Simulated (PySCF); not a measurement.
C3H5, SMILES [CH2]C=C (connectivity only; charge and spin as stated), charge +1, multiplicity 1.

Geometry: B3LYP-D3(BJ)/def2-TZVP. The spin state was assumed, not searched. The isomer is the one that the SMILES or the coordinates give; other isomers of the formula were not compared.

Computed with SMD-B3LYP/6-31G* run with PySCF.

Solvation free energies are E(SMD) − E(gas) at the gas-phase geometry, for 1 M in both phases.

| solvent | ΔG(solv) (kcal/mol) | its non-electrostatic (CDS) part |
|---|---|---|
| water | -65.1 | 3.6 |
| chlorobenzene | -57.8 | -0.3 |
| benzene | -39.6 | -0.6 |
